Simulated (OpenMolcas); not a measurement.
# Levels of I III by method

| Quantity | Value |
| --- | --- |
| Program | OpenMolcas |
| Basis | ANO-RCC-VQZP [8s7p5d3f2g] |
| Scalar Hamiltonian | DKH2, point nucleus |
| Active space | 5 electrons in 9 orbitals (RAS2 5s 5p; RAS3 5d, at most 2 electrons) |
| State averaging | 2S+1 = 4 odd, 1 root; 2S+1 = 2 odd, 11 roots; 2S+1 = 4 even, 3 roots; 2S+1 = 2 even, 8 roots |
| Spin-orbit coupling | state interaction with AMFI integrals over the reference wave functions, term energies averaged over their components |

Methods on the same reference wave functions:
A. RASSCF
B. SS-RASPT2, IPEA 0.25 Eh, imaginary shift 0.1 Eh (closed shells correlated: 4d)
C. MS-RASPT2, IPEA 0.25 Eh, imaginary shift 0.1 Eh (closed shells correlated: 4d)

Energies in cm-1 above 5s2 5p3 4S* 3/2.

| Level | A | B | C |
| --- | --- | --- | --- |
| 5s2 5p3 4S* 3/2 | 0.0 | 0.0 | 0.0 |
| 5s2 5p3 2D* 3/2 | 15995 | 11870 | 11860 |
| 5s2 5p3 2D* 5/2 | 18843 | 14490 | 14520 |
| 5s2 5p3 2P* 1/2 | 28339 | 24570 | 24320 |
| 5s2 5p3 2P* 3/2 | 32340 | 28590 | 28480 |
| 5s 5p4 4P 5/2 | 83018 | 85720 | 85750 |
| 5s 5p4 4P 3/2 | 87757 | 90510 | 90540 |
| 5s 5p4 4P 1/2 | 90541 | 93350 | 93380 |

Between B and C the level of the table that moves most is 5s2 5p3 2P* 1/2, by 250 cm-1 (lowest in C, highest in B). Moves below CASPT2's spread within the term are not significant.

From A to B the spin-free energies of the other terms of 5s2 5p3 shown, above 4S*, scale by factors of 0.74 to 0.85.

The lowest spin-free term lies below A's lowest term by 0.510 hartree in B, 0.510 hartree in C.

CASPT2 breaks the degeneracy within a term, and the mean is taken; among the terms shown or strongly mixed into the levels shown the widest spread is 32 cm-1 (5s2 5p3 2D*, C). The run also gave levels led by 5s 5p3 5d, 5s2 5p2 5d, which use shells meant for correlation; these and all levels above them are left out. Some terms mix strongly with configurations of 5d, whose occupation reaches 0.17 (5s 5p4 4P). Only configurations of the active space appear. The table leaves out levels that lie high or whose names do not pair safely across all columns.

* marks odd parity.
